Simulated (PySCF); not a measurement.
# Telling isomers of C5H11NSi apart by NMR

One conformer, isolated molecule, non-relativistic Hamiltonian, averaged over atoms made equivalent by symmetry, fast rotation or ring inversion. NMR shieldings at PBE0/pcSseg-1/GIAO; structure optimised with GFN2-xTB; PySCF.

Referencing at the same level of theory: ¹H, ¹³C against TMS. Where no couplings were computed, multiplicities follow the n + 1 count of equivalent neighbours, and m marks all less simple cases (inequivalent or close neighbours, rings, F or P nearby). Shifts are as computed. Against solution values, carbons near 30 ppm lie about +3 ppm off and those near 130 ppm about +5 ppm. Of 1309 compounds with measured shifts, 239 miss one by over three times the rms of a fit or turn the order of signals round; such compounds aren't used in these exercises.

(1) Tabulate the signals of `C=N[SiH2]CC(=C)C`, `C=C1[SiH2][C@H]1N(C)C` and their relative energies.

(2) What is the quickest way to tell C=N[SiH2]CC(=C)C from C=C1[SiH2][C@H]1N(C)C?

Results:

(1) 
```json
{"SMILES": "C=N[SiH2]CC(=C)C", "carbon types": "1×C 3×CH2 1×CH3", "δC": "171.0, 149.5, 116.0, 30.4, 27.1", "δH": "8.76 (m, 1H), 8.64 (m, 1H), 5.06 (t, 2H), 5.02 (m, 1H), 4.93 (m, 1H), 2.15 (t, 2H), 1.97 (s, 3H)", "E rel. (kcal/mol)": "0.0"}
{"SMILES": "C=C1[SiH2][C@H]1N(C)C", "carbon types": "1×C 1×CH 1×CH2 2×CH3", "δC": "151.7, 134.1, 48.2, 46.9", "δH": "6.79 (br s, 1H), 6.61 (br s, 1H), 3.20 (m, 1H), 3.11 (m, 1H), 2.41 (s, 6H), 2.22 (m, 1H)", "E rel. (kcal/mol)": "42.1"}
```

Energies are electronic energies at PBE0/pcSseg-1 on these geometries, without zero-point or thermal terms, each for the one conformer computed, which needn't be the lowest.

(2) Count the carbon signals: 5 against 4. The first has an allylic sp3 CH2 bonded to Si at 30.4 ppm, the second a three-membered-ring carbon (CH) at 46.9 ppm. Their most deshielded carbons lie at 171.0 and 151.7 ppm. In the proton spectra the most deshielded non-exchanging signals are 8.76 (m, 1H) and 6.79 (br s, 1H).
